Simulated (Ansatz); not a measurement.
A nudged elastic band was laid between two geometries of C₂H₁₀BNOSi (16 atoms, charge 0, multiplicity 1).

All numbers below come from RKS r2SCANh/STO-3G (Ansatz).

```
movable images  : 7
climbing image  : yes
spring          : 5.0 eV/Å²
optimiser       : quadratic models (default)
start path      : IDPP
force threshold : 0.05 eV/Å
iteration limit : 22
end points      : relaxed
```

Initial state:

```xyz
16
Properties=species:S:1:pos:R:3
C -0.222 -2.056 0.434
Si 0.961 -0.980 -0.538
C 0.789 0.833 0.016
O 1.907 1.560 -0.633
B -0.652 1.361 -0.353
N -1.720 1.177 0.508
H -1.260 -1.764 0.258
H -0.122 -3.108 0.151
H -0.033 -1.985 1.508
H 2.315 -1.425 -0.304
H 0.672 -1.102 -1.947
H 0.929 0.836 1.121
H 1.604 2.530 -0.540
H -0.855 1.910 -1.367
H -2.688 1.483 0.303
H -1.649 0.708 1.428
```

Final state:

```xyz
16
Properties=species:S:1:pos:R:3
C 1.237 -2.110 0.948
Si 0.297 -1.090 -0.306
C 0.039 0.680 0.342
O 1.377 1.155 0.770
B -0.653 1.549 -0.781
N -2.024 1.521 -0.961
H 0.678 -2.204 1.883
H 1.434 -3.118 0.573
H 2.197 -1.644 1.181
H 1.018 -1.064 -1.555
H -1.001 -1.681 -0.544
H -0.631 0.593 1.228
H 1.224 2.161 0.847
H -0.020 2.226 -1.497
H -2.523 2.051 -1.697
H -2.673 0.952 -0.386
```

Problem. What changes between the two ends?

Solution. No bond is made or broken. The dihedral H10–Si2–C3–O4 goes from 51 to -70°.

Problem. Give the energies along the band, and the barrier.

Solution. The run converged. The highest image is number 4 of 0 to 8, 5.2 kJ/mol above the first end and 5.9 kJ/mol above the last; the last end lies 0.7 kJ/mol below the first. A vibrational analysis at the climbing image gives one clearly imaginary mode, 46i cm⁻¹: a first-order saddle point. Limits of this set-up: minimal basis.

```tsv
image	path coordinate (Å)	energy (kJ/mol)	dihedral H10–Si2–C3–O4 (°)
0	0.00	0.0	51
1	0.85	0.9	37
2	1.70	2.8	22
3	2.55	4.6	7
4	3.40	5.2	-9
5	4.27	4.3	-25
6	5.13	2.3	-41
7	5.99	0.2	-56
8	6.85	-0.7	-70
```

Problem. What is the geometry of the highest image?

Solution. 
```xyz
16
Properties=species:S:1:pos:R:3:forces:R:3
C 0.352 -2.290 0.827 0.00 0.00 0.01
Si 0.697 -1.002 -0.487 0.01 -0.02 -0.01
C 0.469 0.759 0.216 -0.01 0.03 0.01
O 1.822 1.369 0.255 0.00 -0.01 -0.02
B -0.578 1.540 -0.672 0.01 0.01 0.00
N -1.927 1.517 -0.369 -0.01 0.00 0.00
H -0.678 -2.226 1.189 0.00 0.00 0.00
H 0.504 -3.300 0.438 0.00 0.00 0.00
H 1.014 -2.163 1.688 0.00 0.00 0.00
H 2.049 -1.147 -0.971 0.00 0.00 0.00
H -0.204 -1.227 -1.595 0.00 0.01 0.00
H 0.084 0.643 1.254 0.00 -0.01 -0.01
H 1.598 2.358 0.377 -0.01 0.00 0.02
H -0.237 2.149 -1.612 0.00 -0.01 -0.01
H -2.657 1.984 -0.936 0.01 0.00 0.00
H -2.331 1.014 0.441 0.01 0.00 0.00
```

Problem. What are the harmonic wavenumbers there?

Solution. 46i, 72, 148, 182, 194, 239, 292, 310, 461, 567, 611, 662, 782, 794, 829, 892, 933, 1041, 1047, 1061, 1111, 1131, 1160, 1262, 1295, 1394, 1538, 1562, 1575, 1729, 1731, 1827, 2679, 2719, 3069, 3244, 3357, 3533, 3536, 3744, 3751, 3927 cm⁻¹.

The run took 3.4 min on 1 thread of Arm Neoverse V2, with other jobs on the host, peak memory 0.15 GiB.
